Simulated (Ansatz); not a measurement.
Two members of one family (InF3 adduct), computed with Ansatz in the gas phase; def2 core potentials for In, no spin–orbit coupling. The two geometries come from different levels. Binding counts from free atoms in the multiplicity of their measured ground term, without zero-point energy. A dash marks a value that wasn't run or was left out as unsound. The structures are stationary points that may keep the symmetry of their start. Remarks come from the PBE and PBE0 runs and from stability tests at other levels; not every state was tested. HOMO above LUMO (over both spins in singlets and doublets, within one spin in higher multiplets; at PBE or PBE0), or a gap under 0.15 eV within one spin, warns that the state may not be the lowest or that an electron is smeared out.

First: In(NH3)F3 (singlet, charge 0, PBE0-D4/def2-SVP geometry).

Cartesian coordinates in Å:
```
In 0.1022 -1.1141 0.3818
N -0.0940 1.0366 -0.3555
H 0.7508 1.3236 -0.8522
H -0.2372 1.6724 0.4308
H -0.8889 1.1253 -0.9904
F -0.1224 -0.7423 2.2904
F 1.9064 -1.4489 -0.2970
F -1.4169 -1.8527 -0.6079
```

| level | HOMO (eV) | LUMO (eV) | gap (eV) | vertical IE (eV) | vertical triplet (eV) | binding per atom (eV) |
| --- | --- | --- | --- | --- | --- | --- |
| PBE-D4/def2-SVP | -7.53 | -2.42 | 5.12 | – | – | 3.42 |
| r2SCAN-D4/def2-TZVP | -8.51 | -2.49 | 6.01 | 11.71 | 5.68 | 3.36 |
| B3LYP-D4/def2-TZVP | -9.75 | -2.23 | 7.52 | – | – | 3.34 |
| PBE0-D4/def2-TZVP | -10.03 | -1.84 | 8.19 | 12.27 | 6.19 | 3.31 |
| r2SCAN0-D4/def2-TZVP | -10.37 | -1.66 | 8.71 | – | – | 3.24 |

Remarks: gap within one spin near zero at PBE or PBE0 (+1 doublet), gap within one spin near zero at PBE or PBE0 (triplet).

Second: In(PH3)F3 (singlet, charge 0, r2SCAN-D4/def2-SVP geometry).

```xyz
8

In    0.948    0.820    0.851
P    -0.765   -0.660   -0.685
H    -2.066   -0.149   -0.916
H    -1.094   -1.964   -0.243
H    -0.379   -0.947   -2.018
F    -0.170    0.952    2.454
F     1.078    2.387   -0.315
F     2.448   -0.439    0.871
```

Estimate how these quantities change from the first to the second (second minus first).


```tsv
level	Δ HOMO (eV)	Δ LUMO (eV)	Δ gap (eV)	Δ vertical IE (eV)	Δ vertical triplet (eV)	Δ binding per atom (eV)
PBE-D4/def2-SVP	-0.08	-0.23	-0.15	–	–	-0.41
r2SCAN-D4/def2-TZVP	-0.02	-0.23	-0.21	-0.41	-0.20	-0.36
B3LYP-D4/def2-TZVP	0.24	-0.19	-0.43	–	–	-0.36
PBE0-D4/def2-TZVP	0.28	-0.21	-0.49	-0.53	-0.23	-0.37
r2SCAN0-D4/def2-TZVP	0.36	-0.23	-0.59	–	–	-0.35
```

Remarks: gap within one spin near zero at PBE or PBE0 (triplet).
